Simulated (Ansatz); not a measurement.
Energy profile

The step: Si₂H₆ ([SiH3][SiH3]) + H₂O + NH₃ → Si₂H₆O ([OH][SiH2][SiH3]) + NH₃ + H₂; bonds formed: Si1–O7, H2–H8, H6–N9; bonds broken: Si1–H2, H6–O7, H8–N9 (atoms numbered as in the saddle structure below).

| atom | x (Å) | y (Å) | z (Å) |
| --- | --- | --- | --- |
| Si1 | -0.3591 | -0.1020 | -1.1733 |
| H2 | 0.3744 | -1.0514 | -0.0603 |
| H3 | -1.2281 | 0.8987 | -1.9697 |
| H4 | -0.4132 | -1.2443 | -2.1419 |
| Si5 | 1.6921 | 1.0385 | -1.3110 |
| H6 | -1.2297 | -0.3291 | 1.4292 |
| O7 | -1.5679 | 0.0965 | 0.1344 |
| H8 | 0.1207 | -1.1802 | 1.4312 |
| N9 | -0.5724 | -0.8690 | 2.1649 |
| H10 | 1.8568 | 1.8496 | -0.0580 |
| H11 | 2.8493 | 0.0919 | -1.3206 |
| H12 | 1.8730 | 1.9976 | -2.4428 |
| H13 | -2.2415 | 0.7232 | -0.1462 |
| H14 | -0.1368 | -0.2599 | 2.8482 |
| H15 | -1.0175 | -1.6602 | 2.6156 |

Electronic energies by CCSD(T) at an estimated basis limit (MP2 extrapolated from triple and quadruple zeta, plus CCSD(T) − MP2 in triple zeta), on PBE0-D4/def2-TZVP structures; Si₂NH₁₁O, singlet; no counterpoise correction. Ansatz 0.2.0; basis: def2-TZVPP and def2-QZVPP; cores frozen in the correlated methods. Extrapolation: Hartree–Fock as exp(−7.88 √X), correlation as X^−2.97.

Task: Give the profile in kJ/mol, counted from the separated reactants. (Judge from chemistry; the value comes from the calculation.)

Result: The calculation gives:
```csv
point,kJ/mol
"separated: Si₂H₆ (linked as [SiH3][SiH3]; Si1, H2, H3, H4, Si5, H10, H11, H12; singlet) + H₂O (H6, O7, H13; singlet) + NH₃ (H8, N9, H14, H15; singlet)",0.0
start structure,-43.1
saddle,84.0
end structure,-75.4
"separated: Si₂H₆O (linked as [OH][SiH2][SiH3]; Si1, H3, H4, Si5, O7, H10, H11, H12, H13; singlet) + H₂ (H2, H8; singlet) + NH₃ (H6, N9, H14, H15; singlet)",-54.8
```

No T1 diagnostic of these runs exceeds 0.013.

For scale, one of the runs: CCSD(T)/def2-TZVPP, 300 basis functions, launched by `ansatz run in.yaml --threads 8 --pin off --events-out ev --progress --plain --max-ram 19148MiB`. The run took 2.4 min on 8 CPU threads of an Arm Neoverse V2 (shared host), with 9.9 GiB of host memory at its peak.
